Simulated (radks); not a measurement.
Dynamic dipole polarisability and lines of the vanadium ion V11+, [Ne] 3s2. Calculated with a radial shooting solver on a logarithmic mesh with Libxc functionals: non-relativistic Kohn-Sham, LDA (Slater exchange, Perdew-Wang correlation), spin-unpolarised, spherical densities, point nucleus. Time-dependent linear response with the Hartree and adiabatic LDA kernel, continuum included through the Sternheimer equations. Lines are the poles of the dipole polarisability below minus the highest occupied eigenvalue, found on a grid refined at the orbital gaps; the lowest seven at most are given, and weak or close lines can be missed. The first line takes the name of the lowest orbital gap if no other gap lies below it; otherwise a line is named after a gap within 0.6 % of it, if that gap stands alone.

| photon energy (eV) | alpha (bohr^3) |
|---|---|
| 0 | 0.5679 |
| 4.832 | 0.5792 |
| 24.160 | 1.138 |
| 43.487 | -0.7877 |
| 62.815 | -0.1896 |
| 82.143 | -0.07962 |
| 101.47 | -0.03181 |
| 120.80 | -0.001915 |
| 140.13 | 0.03368 |
| 159.45 | 2.537 |
| 178.78 | -0.04033 |
| 198.11 | -0.004583 |
| 217.44 | -0.06194 |
| 236.76 | 0.01360 |
| 256.09 | -0.1594 |
| 275.42 | 0.009010 |

Lines (eV, oscillator strength): 33.724 (36.76 nm, 3s-3p), f = 0.831; 159.80 (7.759 nm, 3s-4p), f = 0.382; 213.89 (5.797 nm, 3s-5p), f = 0.118; 240.56 (5.154 nm, 3s-6p), f = 0.0539; 255.82 (4.847 nm, 3s-7p), f = 0.0297; 265.38 (4.672 nm, 3s-8p), f = 0.0183; 271.77 (4.562 nm, unassigned), f = 0.0121. Higher lines, where found, are left out when the end of the mesh affects them. Those listed give 98 % of the static polarisability (sum of f/w^2). Orbital energy gaps for comparison: 3s-3p 26.580 eV; 3s-4p 160.37 eV; 3s-5p 214.11 eV; 3s-6p 240.68 eV; 3s-7p 255.88 eV.
